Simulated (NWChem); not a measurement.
A series in which one site is exchanged, each optimised at PBE0/def2-SVP with NWChem, gas phase unless a solvent is named. All stand in one matching conformer (torsions within 35°), which need not be the lowest. For some, no frequency run checked for a minimum. def2 effective core potentials on Cd, Te, I; no spin-orbit coupling.

A: [SH][Cd][I] (CdHSI; site = Cd)
B: S[Se]I (HSeSI; site = Se)
C: [Mg]([I])[SH] (MgHSI; site = Mg)
D: S[Te]I (HTeSI; site = Te)

| quantity | A | B | C | D |
|---|---|---|---|---|
| dipole (D), PBE0/def2-SVP | 1.09 | 1.39 | 0.90 | (withheld) |
| orbital gap (eV), PBE0/def2-SVP | 5.44 | 3.87 | 5.60 | (withheld) |
| vertical ionisation energy, ΔSCF, PBE/def2-SVP (eV) | 8.88 | 8.51 | 8.92 | (withheld) |
| static polarisability, PBE/def2-SVPD (bohr³) | 98.0 | 93.8 | 90.7 | (withheld) |

Complete the blanks.


- dipole (D), PBE0/def2-SVP, D: 1.62
- orbital gap (eV), PBE0/def2-SVP, D: 3.57
- vertical ionisation energy, ΔSCF, PBE/def2-SVP (eV), D: 8.15
- static polarisability, PBE/def2-SVPD (bohr³), D: 107.1
